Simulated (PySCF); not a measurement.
# Au(73+): ionisation energy

Au(73+) [He] 2s2 2p2 (3P) → Au(74+) [He] 2s2 2p1 (2P), as a difference of total energies. Computed with PySCF 2.14 in an uncontracted even-tempered set (18 s from 54 bohr⁻², ratio 2.2; 13 p from 70 bohr⁻², ratio 2.2; 5 d from 260 bohr⁻², ratio 2.4; 5 f from 390 bohr⁻², ratio 2.4; 4 g from 580 bohr⁻², ratio 2.4), with the spin-free X2C one-electron Hamiltonian (Gaussian nucleus). Correlated levels: nothing frozen; virtual orbitals above 40 to 60 times the deepest correlated orbital energy dropped. The calculations carry no spin-orbit coupling.

```tsv
method	ionisation energy (eV)
UHF	20188.0
LDA	20178.5
r2SCAN	20192.4
BP86	20187.8
B97-3	20184.7
MP2 (all electrons)	20188.2
SCS-MP2 (all electrons)	20187.8
```

**Question.** Estimate what PBE0 gives.

**Answer.** 20186.2 eV, closest to B97-3 among the rows shown.

**Question.** Estimate what PBE gives.

**Answer.** 20185.3 eV, closest to B97-3 among the rows shown.

Spin-orbit coupling is strong in these open shells (close to jj coupling). The scalar numbers leave it out and a first-order estimate fails, so it can dominate the gap to the real levels.

For this ion Breit and QED terms and the two-electron picture change, all absent here, outweigh the differences among the correlated methods.

For comparison: 21470 ± 90 eV (theoretical estimate listed by NIST; NIST Atomic Spectra Database, ionization energies).
